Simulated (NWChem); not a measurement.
Program: NWChem. System: AsF$_{2}$, charge 0, spin multiplicity 2, at a geometry optimised with UPBE0/def2-SVP. The structure started from a generated list of species. Its SCF solution wasn't tested for a lower state. Level: UBLYP/def2-TZVP.

Job file:

```
start mol
memory heap 200 mb stack 900 mb global 1100 mb
geometry units angstroms nocenter noautoz
  F      1.303137     0.000000     0.745315
  As     0.000000     0.000000    -0.406535
  F     -1.303137     0.000000     0.745315
  symmetry group C2v
end
basis spherical
  * library def2-tzvp
end
dft
  xc becke88 lyp
  odft
  mult 2
  semidirect memsize 60000000 filesize 0
  iterations 100
end
task dft energy
```

NWChem printed:

```
             Northwest Computational Chemistry Package (NWChem) 7.3.0
             --------------------------------------------------------

                                NWChem Input Module
                                -------------------

 Scaling coordinates for geometry "geometry" by  1.889725989
 (inverse scale =  0.529177249)

 Turning off AUTOSYM since
 SYMMETRY directive was detected!

                             Geometry "geometry" -> ""
                             -------------------------

 Output coordinates in angstroms (scale by  1.889725989 to convert to a.u.)

  No.       Tag          Charge          X              Y              Z
 ---- ---------------- ---------- -------------- -------------- --------------
    1 F                    9.0000     1.30313700     0.00000000     0.74531500
    2 As                  33.0000     0.00000000     0.00000000    -0.40653500
    3 F                    9.0000    -1.30313700     0.00000000     0.74531500

 Effective nuclear repulsion energy (a.u.)     197.1762595311

            Nuclear Dipole moment (a.u.)
            ----------------------------
        X                 Y               Z
 ---------------- ---------------- ----------------
     0.0000000000     0.0000000000     0.0000283459

      Symmetry information
      --------------------

 Group name             C2v
 Group number             16
 Group order               4
 No. of unique centers     2

      Symmetry unique atoms

     1    2


 Summary of "ao basis" -> "" (spherical)
 ------------------------------------------------------------------------------
       Tag                 Description            Shells   Functions and Types
 ---------------- ------------------------------  ------  ---------------------
 *                         def2-tzvp                  on all atoms

                                 NWChem DFT Module
                                 -----------------

 Summary of "ao basis" -> "ao basis" (spherical)
 ------------------------------------------------------------------------------
       Tag                 Description            Shells   Functions and Types
[...]
   alpha     11     12     13     14     15     16     17     18     19     20
    beta     11     12     13     14     16     15     17     18     19     20
 overlap   1.000  1.000  0.977  1.000  0.977  1.000  1.000  1.000  0.999  1.000

   alpha     21     22     23     24     25     26     27     28     29     30
    beta     21     22     23     24     25     26     27     28     29     30
 overlap   0.998  0.999  1.000  1.000  0.997  0.998  1.000  0.999  0.897  0.998

   alpha     31     32     33     34     35     36     37     38     39     40
    beta     33     31     32     35     34     36     37     38     39     40
 overlap   1.000  0.906  1.000  0.998  0.982  0.991  1.000  1.000  1.000  1.000

   alpha     41     42     43     44     45     46     47     48     49     50
    beta     41     42     43     44     45     46     47     48     49     50
 overlap   1.000  1.000  1.000  1.000  0.980  1.000  1.000  0.972  0.971  0.999

   alpha     51     52     53     54     55     56     57     58     59     60
    beta     51     52     54     53     55     56     57     58     59     60
 overlap   1.000  0.996  0.999  1.000  0.996  0.997  0.997  1.000  1.000  1.000

   alpha     61     62     63     64     65     66     67     68     69     70
    beta     61     62     63     64     65     66     67     68     69     70
 overlap   0.897  0.897  1.000  1.000  1.000  1.000  1.000  0.998  0.998  1.000

   alpha     71     72     73     74     75     76     77     78     79     80
    beta     71     72     73     74     75     76     77     78     79     80
 overlap   0.999  1.000  1.000  0.998  1.000  1.000  1.000  1.000  1.000  1.000

   alpha     81     82     83     84     85     86     87     88     89     90
    beta     81     82     83     84     85     86     87     89     88     90
 overlap   1.000  1.000  1.000  1.000  1.000  0.997  0.956  1.000  0.999  0.998

   alpha     91     92     93     94     95     96     97     98     99    100
    beta     91     92     93     94     95     96     97     98     99    100
 overlap   0.956  0.999  0.998  0.999  1.000  0.999  1.000  1.000  1.000  1.000

   alpha    101    102    103    104    105    106    107    108    109    110
    beta    101    102    103    104    105    106    107    108    109    110
 overlap   1.000  1.000  1.000  1.000  1.000  1.000  1.000  1.000  1.000  1.000

     --------------------------
     Expectation value of S2:
     --------------------------
      <S2> =      0.7519 (Exact =     0.7500)

 center of mass
 --------------
 x =   0.00000000 y =   0.00000000 z =  -0.03579130

 moments of inertia (a.u.)
 ------------------
         119.447998065156           0.000000000000           0.000000000000
           0.000000000000         349.870477900728           0.000000000000
           0.000000000000           0.000000000000         230.422479835572

     Multipole analysis of the density
     ---------------------------------

     L   x y z        total         alpha         beta         nuclear
     -   - - -        -----         -----         ----         -------
     0   0 0 0     -0.000000    -26.000000    -25.000000     51.000000

     1   1 0 0      0.000000      0.000000     -0.000000      0.000000
     1   0 1 0      0.000000     -0.000000      0.000000      0.000000
     1   0 0 1     -0.827932     -0.065464     -0.762497      0.000028

     2   2 0 0    -21.917478    -66.466289    -64.607871    109.156683
     2   1 1 0     -0.000000     -0.000000      0.000000      0.000000
     2   1 0 1     -0.000000     -0.000000      0.000000      0.000000
     2   0 2 0    -20.004573    -11.996340     -8.008233      0.000000
     2   0 1 1     -0.000000      0.000000     -0.000000      0.000000
     2   0 0 2    -20.207777    -38.798209    -36.592629     55.183062

 Task  times  cpu:        1.9s     wall:        1.9s

 Total times  cpu:        2.0s     wall:        2.0s
```
